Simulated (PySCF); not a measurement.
Species: 2-(chloromethyl)-1,3-dioxolane, C4H7ClO2.
SMILES with atom numbers: `[Cl:1][CH2:2][CH:3]1[O:4][CH2:5][CH2:6][O:7]1` (hydrogens: H8, H9 on C2; H10 on C3; H11, H12 on C5; H13, H14 on C6)

Computed geometry: GFN2-xTB, gas phase.

Q: Give the optimised bond lengths and angles.

A: 
```json
{"bond": "Cl1–C2", "length (Å)": "1.775"}
{"bond": "C2–C3", "length (Å)": "1.541"}
{"bond": "C3–O4, C3–O7", "length (Å)": "1.396"}
{"bond": "O4–C5, C6–O7", "length (Å)": "1.418"}
{"bond": "C5–C6", "length (Å)": "1.540"}
{"bond": "C2–H8, C2–H9", "length (Å)": "1.089"}
{"bond": "C3–H10", "length (Å)": "1.102"}
{"bond": "C5–H11, C6–H14", "length (Å)": "1.095"}
{"bond": "C5–H12, C6–H13", "length (Å)": "1.092"}
```

Bonds in one row agree within 0.01 Å and their mean is given. A selection of angles:
```json
{"angle": "Cl1–C2–C3", "degrees": "112.8"}
{"angle": "Cl1–C2–H8", "degrees": "107.3"}
{"angle": "C3–C2–H8", "degrees": "109.2"}
{"angle": "H8–C2–H9", "degrees": "111.0"}
{"angle": "C2–C3–O4", "degrees": "113.0"}
{"angle": "C2–C3–H10", "degrees": "106.4"}
{"angle": "O4–C3–O7", "degrees": "107.7"}
{"angle": "O4–C3–H10", "degrees": "108.3"}
{"angle": "C3–O4–C5", "degrees": "108.0"}
{"angle": "O4–C5–C6", "degrees": "104.6"}
{"angle": "O4–C5–H11", "degrees": "110.4"}
{"angle": "O4–C5–H12", "degrees": "107.6"}
{"angle": "C6–C5–H11", "degrees": "111.7"}
{"angle": "C6–C5–H12", "degrees": "112.8"}
{"angle": "H11–C5–H12", "degrees": "109.6"}
```

Torsions: Cl1–C2–C3–O4 -61° (synclinal); C2–C3–O4–C5 99° (anticlinal); C3–O4–C5–C6 16° (synperiplanar); O4–C5–C6–O7 0° (synperiplanar); C5–C6–O7–C3 -16° (synperiplanar); C2–C3–O7–C6 -99° (anticlinal).

The 5-membered ring C3–O4–C5–C6–O7 has internal angles of 104.6° to 108.0° (sum 533°, against 540° for a flat polygon); it is puckered, 0.11 Å rms from its mean plane, widest ring torsion 27°. The C–O distances run from 1.396 Å (C3–O7, drawn single) to 1.418 Å (C6–O7, drawn single), a spread of 0.022 Å. Of the pairs four or more bonds apart, Cl1···C6 is among the closest relative to their van der Waals radii: 3.24 Å, 94 % of the sum of Bondi's values. O4 (cyclic ether oxygen) is bent (angle 108.0°).

Point group: Cs (every atom within 0.08 Å of its image). No GFN2-xTB frequencies stand behind this structure, so it isn't proved a minimum. The numbers are those of one conformer.
